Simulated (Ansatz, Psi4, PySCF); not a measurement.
H4B, charge -1, singlet, at a GFN2-xTB geometry (in this run its highest filled SCF level lies above zero, so its values depend strongly on the basis, on diffuse functions most of all), atoms displaced at random by about 0.03 Å a coordinate. Base run: PBE/STO-3G, gradient in PySCF.

Input for PySCF:
```python
from pyscf import gto, scf, dft

mol = gto.Mole()
mol.atom = '''
    B     0.015343   -0.012705   -0.047573
    H    -0.796873   -0.752038   -0.432708
    H     0.147334   -0.209802    1.198849
    H    -0.448948    1.112167   -0.179151
    H     1.052619   -0.125587   -0.604622
'''
mol.basis = 'sto-3g'
mol.charge = -1
mol.spin = 0
mol.verbose = 4
mol.build()

mf = dft.RKS(mol)
mf.xc = 'pbe'
mf.kernel()
g = mf.nuc_grad_method()
grad = g.kernel()
```

Programs used: Ansatz (a program for electronic structure), Psi4, PySCF; a row that names a program was run with it.

The coordinate followed is y of atom 4.

The base run was repeated with changes; each row names its change, and settings that it needs were set with it.

| change | dE/dx (Eh/bohr) | net force (Eh/bohr) |
|---|---|---|
| base | 0.010759 | 0.000001 |
| grids.level = 5; grid_response = on | 0.010759 | 0.000000 |
| code = ansatz | 0.010759 | 0.000000 |
| grids.level = 0; grid_response = on | 0.010291 | 0.000000 |
| grid_response = on | 0.010759 | 0.000000 |
| finite difference step (bohr) = 0.01; conv_tol = 1e-11 | 0.010752 | - |
| grids.level = 1; grid_response = off | 0.010760 | 0.000035 |
| finite difference step (bohr) = 1e-4; conv_tol = 1e-11 | 0.010759 | - |
| code = psi4 | 0.010728 | 0.000002 |
| finite difference step (bohr) = 1e-5; conv_tol = 1e-11 | 0.010759 | - |
| grids.level = 5; grid_response = off | 0.010759 | 0.000000 |
| conv_tol = 1e-11 | 0.010759 | 0.000001 |

The net force is zero for an exact gradient.
